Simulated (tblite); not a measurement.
C5H6BrPS2.
Atom-mapped SMILES: `[CH3:1][S:2][c:3]1[s:4][c:5]([CH3:6])[p:7][c:8]1[Br:9]` (hydrogens: H10, H11, H12 on C1; H13, H14, H15 on C6)

Computed with GFN2-xTB (tblite), gas phase: L-BFGS steps from a force-field or distance-geometry start until the largest atomic force falls under 0.01 eV/Å.

Step 18: E = -729.8665 eV
```
atom  x, y, z in Å  |  force x, y, z in eV/Å
C1     -2.8809   -0.9962    0.0371   -0.018   0.072  -0.011
S2     -2.5345    0.7854   -0.0014   -0.065  -0.028  -0.004
C3     -0.7883    0.8126    0.0041    0.025  -0.038  -0.003
S4      0.1585   -0.6344    0.0069   -0.128  -0.153   0.010
C5      1.6958    0.1480   -0.0201    0.026   0.105   0.001
C6      2.9018   -0.7310   -0.0271   -0.040   0.025  -0.006
P7      1.7108    1.8609   -0.0327    0.076   0.038   0.001
C8     -0.0588    1.9620   -0.0102    0.037   0.065  -0.001
Br9    -0.9323    3.6504   -0.0156   -0.015  -0.010  -0.001
H10    -3.9530   -1.0704   -0.1068   -0.050  -0.073   0.014
H11    -2.6001   -1.4141    0.9989    0.030   0.019   0.014
H12    -2.3592   -1.5021   -0.7697    0.007   0.037  -0.024
H13     3.5200   -0.5249   -0.8967    0.078   0.040  -0.061
H14     2.6127   -1.7755   -0.0506   -0.048  -0.140  -0.008
H15     3.5032   -0.5628    0.8621    0.085   0.041   0.077
```

Step 19: E = -729.8688 eV
```
atom  x, y, z in Å  |  force x, y, z in eV/Å
C1     -2.8793   -0.9895    0.0365   -0.036   0.017  -0.005
S2     -2.5395    0.7908   -0.0028   -0.023  -0.008  -0.003
C3     -0.7920    0.8113    0.0044    0.032  -0.020  -0.004
S4      0.1504   -0.6394    0.0083   -0.045  -0.108   0.007
C5      1.6925    0.1414   -0.0202    0.019   0.079   0.006
C6      2.9041   -0.7325   -0.0272   -0.033   0.008   0.001
P7      1.7095    1.8543   -0.0327    0.058   0.051   0.000
C8     -0.0602    1.9599   -0.0099    0.013   0.039  -0.001
Br9    -0.9410    3.6458   -0.0156    0.011  -0.017  -0.002
H10    -3.9510   -1.0751   -0.1042   -0.054  -0.053   0.011
H11    -2.5941   -1.4056    0.9983    0.034   0.014   0.003
H12    -2.3565   -1.4917   -0.7722    0.005   0.029  -0.013
H13     3.5249   -0.5213   -0.8963    0.018   0.018  -0.023
H14     2.6194   -1.7802   -0.0504   -0.022  -0.074  -0.010
H15     3.5084   -0.5604    0.8620    0.024   0.026   0.034
```

Task: Estimate the geometry and energy of step 20. (The exact step hangs on the optimiser's Hessian estimate; all steps are aligned on step 19, rigid shifts and turns removed.)

Result: E = -729.8696 eV, largest force 0.060 eV/Å
```
atom  x, y, z in Å  |  force x, y, z in eV/Å
C1     -2.8800   -0.9877    0.0363   -0.034  -0.010  -0.002
S2     -2.5415    0.7919   -0.0031    0.005   0.007  -0.003
C3     -0.7925    0.8111    0.0044    0.023  -0.008  -0.004
S4      0.1476   -0.6421    0.0088    0.017  -0.037   0.005
C5      1.6919    0.1413   -0.0201    0.009   0.029   0.007
C6      2.9046   -0.7329   -0.0271   -0.015  -0.005   0.005
P7      1.7103    1.8542   -0.0327    0.027   0.031   0.001
C8     -0.0603    1.9601   -0.0098    0.005   0.004  -0.001
Br9    -0.9429    3.6449   -0.0157    0.014  -0.017  -0.002
H10    -3.9517   -1.0781   -0.1033   -0.042  -0.041   0.011
H11    -2.5923   -1.4032    0.9981    0.029   0.015  -0.008
H12    -2.3560   -1.4884   -0.7731   -0.002   0.027  -0.006
H13     3.5272   -0.5206   -0.8965   -0.016   0.006   0.007
H14     2.6205   -1.7825   -0.0505   -0.007  -0.016  -0.009
H15     3.5108   -0.5599    0.8624   -0.013   0.015  -0.001
```

The energy changes by -0.0008 eV. The first-order estimate −F·Δx gives -0.0012 eV and the mean of the old and new forces, exact on a quadratic surface, -0.0008 eV. The step makes an angle of 53° with the force vector and moves no atom by more than 0.004 Å.
